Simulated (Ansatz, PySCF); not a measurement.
Gas-phase reaction (SMILES): CC(=O)[O][GeH3] -> O=[C][O][GeH3] + [CH3] (CH3); the C-C bond at the site shown breaks (other sites are not compared here).

Each molecule is optimised on its own at B3LYP-D3(BJ)/def2-TZVP (Ansatz, a first-principles code), one conformer each, not searched for the lowest. Correlated levels leave the core frozen unless marked. UHF or UKS for open shells. Spin-orbit coupling is left out. The frozen core is the preceding noble-gas configuration, with the filled d and f shells of earlier blocks. No relativistic terms. Basis-set limits of correlation are two-point, X^-3; Hartree-Fock from the larger set. Thermal terms are rigid-rotor harmonic-oscillator values from B3LYP-D3(BJ) frequencies (PySCF) at 298.15 K and 1 atm. 1 Eh = 627.5095 kcal/mol. Electronic entropy comes from spin alone.

```tsv
species	E, CCSD(T)/CBS(cc-pVTZ,cc-pVQZ) (Ansatz) (Eh)	E, wB97M-V/def2-TZVPD (Ansatz) (Eh)	H - E (Eh)	G - E (Eh)
CC(=O)[O][GeH3]	-2305.60290	-2307.20112	0.08281	0.04294
O=[C][O][GeH3]	-2265.66566	-2267.22428	0.04081	0.00405
[CH3] (CH3)	-39.77878	-39.81778	0.03371	0.01164
```

Question: Work out ΔE and ΔH, ΔG, ΔS and the equilibrium constant at 298.15 K at the first level, then ΔH at the second.

Answer: 
1. ΔE = [(-2265.66566) + (-39.77878)] - [(-2305.60290)] = 0.15846 Eh = 99.4 kcal/mol at CCSD(T)/CBS(cc-pVTZ,cc-pVQZ).
2. The terms H - E add up to -0.00829 Eh, so ΔH = (0.15846 + (-0.00829))×627.5095 = 94.2 kcal/mol.
3. The terms G - E add up to -0.02725 Eh, so ΔG = 82.3 kcal/mol, and ΔS = (-0.00829 - (-0.02725))×627509.5/298.15 = 39.9 cal/(mol K).
4. log10 K = -ΔG/(RT ln 10) = -60.3, with RT ln 10 = 1.3642 kcal/mol.
5. With ΔH and ΔS taken as constant, ΔG changes sign near ΔH/ΔS = 2360 K, a rough figure that leaves out heat capacities.
6. At wB97M-V/def2-TZVPD the same steps give ΔE = 99.8 and ΔH = 94.6 kcal/mol, a shift of +0.4 from the first level.
7. These values are not checked against measurement here, since the tables used lack a sound gas-phase enthalpy of formation for at least one species.
